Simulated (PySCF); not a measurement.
Isomers of C2H5OSi (doublet state), one GFN2-xTB conformer each. Single-point energies are computed at B3LYP/pcH-1 (PySCF, gas phase, no added dispersion term), electronic only. GFN2-xTB treats the open shell by occupation alone, and not every SCF solution was tested for stability.

Problem. Rank them by B3LYP/pcH-1 energy, lowest first (kcal/mol).
A. `[CH2:1]=[C:2][O:3][SiH3:4]` (doublet state) with C1–C2–O3–Si4 4°
B. `[SiH2]C(C)=O` [radical]
C. `[O:1]=[C:2][CH2:3][SiH3:4]` (doublet state) with O1–C2–C3–Si4 73°
D. `[CH2:1][SiH2:2][CH:3]=[O:4]` (doublet state) with H–C1–Si2–C3 84° and -85°, C1–Si2–C3–O4 95°

Solution. C (0.0), B (3.6), A (14.8), D (15.2).

Neighbours under 5.0 kcal/mol apart (O=[C]C[SiH3] and CC(=O)[SiH2]; C=[C]O[SiH3] and [CH2][SiH2]C=O) can change places with a better method, another conformer or zero-point energy. GFN2-xTB itself gives, in the same order: 19.2, 8.7, 0.0, 43.4. GFN2-xTB puts C=[C]O[SiH3] lowest instead; measured from each level's own lowest isomer, the values differ by up to 28.2 kcal/mol ([CH2][SiH2]C=O: 43.4 against 15.2).
